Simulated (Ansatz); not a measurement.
Species: CH₅In (charge 0, singlet). 
Structure (B3LYP-D3(BJ)/def2-TZVP (Ansatz, an electronic-structure program) minimum search):
SMILES: [InH2][CH3]
```xyz
7

C     -1.8537     0.0738    -0.1101
In     0.3149    -0.0128     0.0174
H     -2.2707    -0.0185     0.8950
H     -2.1749     1.0304    -0.5212
H     -2.2451    -0.7372    -0.7220
H      1.2177     1.4046     0.4597
H      1.1632    -1.4946    -0.3029
```

Total electronic energies in hartree. Correlated levels leave the core frozen unless marked. Spin-orbit coupling is left out. The frozen core is the preceding noble-gas configuration, with the filled d and f shells of earlier blocks. In def2 rows, elements after Kr have scalar-relativistic effective core potentials. CBS marks a two-point X^-3 extrapolation of the correlation energy; Hartree-Fock from the larger set. The bracket is a focal-point correction in the basis named.

```tsv
level	program	energy (Eh)
HF/def2-TZVPP	Ansatz	-229.96854
HF/def2-TZVPPD	Ansatz	-229.96878
RI-HF/def2-QZVPP	Ansatz	-229.97210
RI-HF/def2-QZVPPD	Ansatz	-229.97212
BLYP/def2-TZVPD	Ansatz	-231.15095
B97M-V/def2-TZVPD	Ansatz	-231.23269
B3LYP-D3(BJ)/def2-TZVPD	Ansatz + dftd3	-231.30976
PBE0/def2-SVP	Ansatz	-231.11717
BHLYP-D4/def2-TZVPD	Ansatz + dftd4	-231.12246
wB97M-V/def2-TZVPD	Ansatz	-231.13635
wB97X/def2-TZVPD	Ansatz	-231.25573
B2GP-PLYP-D4/def2-TZVPD	Ansatz + dftd4	-230.80999
B2PLYP-D4/def2-TZVPD	Ansatz + dftd4	-230.89623
PBE-QIDH/def2-TZVPD	Ansatz	-230.87687
MP2/def2-TZVPPD	Ansatz	-230.23392
MP2/def2-QZVPP	Ansatz	-230.25247
MP2/CBS(def2-TZVPP,def2-QZVPP)	Ansatz	-230.2644
RI-MP2/def2-TZVPPD	Ansatz	-230.23381
RI-MP2/CBS(def2-TZVPP,def2-QZVPP)	Ansatz	-230.2643
CCSD(T)/def2-QZVPP	Ansatz	-230.29030
RI-MP2/CBS(def2-TZVPPD,def2-QZVPPD)+[CCSD(T)-MP2]/def2-TZVPPD	Ansatz	-230.3045
RI-MP2/CBS(def2-TZVPPD,def2-QZVPPD)+[CCSD(T)-MP2]/def2-QZVPPD	Ansatz	-230.3016
CCSD(T)/CBS(def2-TZVPPD,def2-QZVPPD)	Ansatz	-230.2996
```

Totals of different functionals don't rank their quality; only differences between species are comparable.
